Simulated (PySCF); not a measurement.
A calculated (BLYP, PySCF 2.14, cc-pVDZ-X2C, the spin-free X2C one-electron Hamiltonian (Gaussian nucleus)) atom or ion has these occupied shells.

| shell | electrons | orbital energy (eV) | rms radius, mean of both spins (bohr) |
| --- | --- | --- | --- |
| 1s β | 1 | -61084.8 | 0.0223 |
| 1s α | 1 | -61084.8 | 0.0223 |
| 2s α | 1 | -10371.4 | 0.0901 |
| 2s β | 1 | -10371.4 | 0.0901 |
| 2p α | 3 | -9169.8 | 0.0815 |
| 2p β | 3 | -9169.8 | 0.0815 |
| 3s α | 1 | -2358.7 | 0.231 |
| 3s β | 1 | -2358.3 | 0.231 |
| 3p α | 3 | -1994.6 | 0.232 |
| 3p β | 3 | -1994.1 | 0.232 |
| 3d α | 5 | -1539.2 | 0.212 |
| 3d β | 5 | -1538.8 | 0.212 |
| 4s α | 1 | -483.95 | 0.518 |
| 4s β | 1 | -482.94 | 0.518 |
| 4p α | 3 | -363.65 | 0.552 |
| 4p β | 3 | -362.68 | 0.552 |
| 4d α | 5 | -202.42 | 0.603 |
| 4d β | 5 | -201.48 | 0.603 |
| 5s α | 1 | -76.637 | 1.26 |
| 5s β | 1 | -76.278 | 1.26 |
| 5p α | 3 | -48.345 | 1.49 |
| 5p β | 3 | -48.147 | 1.49 |
| 4f α | 7 | -27.067 | 0.840 |
| 4f β | 6 | -26.203 | 0.840 |
| 6s β | 1 | -17.608 | 3.57 |

Task: Name the element and its charge.

Result: Yb²⁺ (ytterbium, charge +2), in [Xe] 4f13 6s1, 6s spin antiparallel (an excited configuration).
